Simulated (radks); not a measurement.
Results of a calculation; reference values are marked as such.
Charge is removed step by step from the 2s down level of F+, starting from [He] 2s(up 1, down 1) 2p4. Code: a radial shooting solver on a logarithmic mesh with Libxc functionals. Model: scalar-relativistic Kohn-Sham, BLYP, spin-polarised, spherical densities, finite nucleus; open shells are filled with parallel spins first; Fermi nuclear charge, rms radius 2.8976 fm.

removed (e),E - E(0) (eV),eigenvalue (eV)
0,0.000,-44.926
0.25,11.784,-49.370
0.5,24.692,-53.909
0.75,38.745,-58.530

The mean slope of the eigenvalue, de/dn, is 18.1 eV per electron.
